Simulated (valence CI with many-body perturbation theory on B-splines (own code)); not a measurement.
Pd³²⁺: key properties

Method: configuration interaction combined with many-body perturbation theory (CI+MBPT): four valence electrons over a frozen Dirac-Fock core [Ne], a basis of 11 s, 11 p, 9 d, 7 f, 5 g, 2 h, 1 i functions for each j, with the one-electron correlation potential Σ1 (screened to all orders), the two-electron term Σ2, the three-electron term Σ3, Breit, model QED; selected single and double excitations, second order for the rest (own B-spline code, finite nucleus).

No measured spectrum was set against this ion. As an estimate, large intervals hold to a few tenths of a per cent, small ones and those within an open d or f shell to about a per cent.

Levels are named by their leading jj configuration (3d3/2^4 stands for four electrons in 3d with j = 3/2), which in mixed levels can hold well under half, so a name can repeat and another be missing.

Rates and lifetimes use the calculated energies. Strong lines usually hold to 10 to 20 %, long lifetimes can be off by a factor of two.

Problem. What is the ground level?

Solution. (3s^2 3p1/2^2) J=0, composition 76 % 3s2 3p2 3P + 23 % 3s2 3p2 1S.

Problem. How well does LS coupling describe the low levels?

Solution. Among the lowest 20 levels the leading LS term, summed over configurations, holds 62 % on average. For single configurations the figures are 57 % in LS and 77 % in jj coupling. Terms mix most in the J = 1 level at 1395600 cm⁻¹, where the leading one holds 30 %.

Problem. Name the longest-lived excited levels whose lifetime is computed, and their main decay.

Solution. (3s^2 3p1/2 3p3/2) J=2 at 303310 cm⁻¹ lives 1.05 ms, mostly by E2 to (3s^2 3p1/2^2) J=0; (3s^2 3p3/2 3d5/2) J=4 at 1607300 cm⁻¹ lives 4.52 μs, mostly by M1 to (3s^2 3p1/2 3d5/2) J=3; (3s^2 3p1/2 3p3/2) J=1 at 262350 cm⁻¹ lives 4.01 μs, mostly by M1 to (3s^2 3p1/2^2) J=0.

Problem. Where does the other parity begin?

Solution. At (3s 3p1/2^2 3p3/2) J=2, 893210 cm⁻¹.

Problem. Among levels below 2562200 cm⁻¹, which E1 lines absorb most strongly from the ground level?

Solution. to (3s^2 3p1/2 3d3/2) J=1 at 7.165 nm, f = 0.454; to (3s 3p1/2^2 3p3/2) J=1 at 9.745 nm, f = 0.131; to (3s 3p1/2 3p3/2^2) J=1 at 7.577 nm, f = 0.126.

Problem. What are the static dipole polarisabilities of the lowest levels?

Solution. (3s^2 3p1/2^2) J=0 0.0250; (3s^2 3p1/2 3p3/2) J=1 0.0271 (tensor 0.0012); (3s^2 3p1/2 3p3/2) J=2 0.0270 (tensor 0.0017) bohr³, of which the core gives 0.000391.

Problem. What is the ionisation energy?

Solution. 1960.7 eV; NIST lists 1962 ± 4 eV (semi-empirical).
